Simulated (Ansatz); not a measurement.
CH$_{10}$GeN$_{2}$Si (`N[SiH2][CH2][GeH2][NH2]`). Charge 0, multiplicity 1. Geometry: relaxed with PBE0-D4/def2-TZVP. It is one conformer, not always the lowest.

```xyz
15

N     0.368   -1.188    1.491
Si   -1.170   -0.938    0.730
C    -0.897   -0.238   -0.972
Ge    0.219    1.366   -1.001
N     1.893    0.848   -0.431
H     1.025   -1.802    1.033
H     0.373   -1.368    2.484
H    -1.905    0.024    1.596
H    -2.007   -2.173    0.625
H    -0.421   -0.985   -1.614
H    -1.870   -0.003   -1.417
H    -0.448    2.458   -0.124
H     0.387    1.922   -2.429
H     1.858    0.502    0.521
H     2.594    1.575   -0.493
```

(1) What is the dipole moment at B3LYP/def2-TZVPP? (An estimate is asked.)

(2) And with PBE, r2SCAN, ωB97M-V? (Estimate.)

(3) Give the Mulliken charges with B3LYP, PBE, r2SCAN in def2-TZVPP. (An estimate is asked.)

## Answers

(1) Ansatz gave: 1.19 D, with components (0.45, -0.69, 0.86) D in this frame, pointing from negative to positive charge.

(2) Computed: PBE 1.24 D, r2SCAN 1.23 D, ωB97M-V 1.17 D.

(3) Computed: 
```json
{"atom": "N1", "B3LYP": "-0.42", "PBE": "-0.40", "r2SCAN": "-0.46"}
{"atom": "Si2", "B3LYP": "0.41", "PBE": "0.31", "r2SCAN": "0.43"}
{"atom": "C3", "B3LYP": "-0.35", "PBE": "-0.31", "r2SCAN": "-0.32"}
{"atom": "Ge4", "B3LYP": "0.32", "PBE": "0.26", "r2SCAN": "0.32"}
{"atom": "N5", "B3LYP": "-0.40", "PBE": "-0.39", "r2SCAN": "-0.44"}
{"atom": "H6", "B3LYP": "0.14", "PBE": "0.15", "r2SCAN": "0.16"}
{"atom": "H7", "B3LYP": "0.13", "PBE": "0.14", "r2SCAN": "0.15"}
{"atom": "H8", "B3LYP": "-0.08", "PBE": "-0.07", "r2SCAN": "-0.09"}
{"atom": "H9", "B3LYP": "-0.10", "PBE": "-0.09", "r2SCAN": "-0.11"}
{"atom": "H10", "B3LYP": "0.11", "PBE": "0.11", "r2SCAN": "0.10"}
{"atom": "H11", "B3LYP": "0.10", "PBE": "0.11", "r2SCAN": "0.09"}
{"atom": "H12", "B3LYP": "-0.05", "PBE": "-0.05", "r2SCAN": "-0.05"}
{"atom": "H13", "B3LYP": "-0.03", "PBE": "-0.03", "r2SCAN": "-0.03"}
{"atom": "H14", "B3LYP": "0.12", "PBE": "0.13", "r2SCAN": "0.14"}
{"atom": "H15", "B3LYP": "0.11", "PBE": "0.13", "r2SCAN": "0.13"}
```

B3LYP here is the variant with VWN-RPA as its local correlation; programs differ in this.
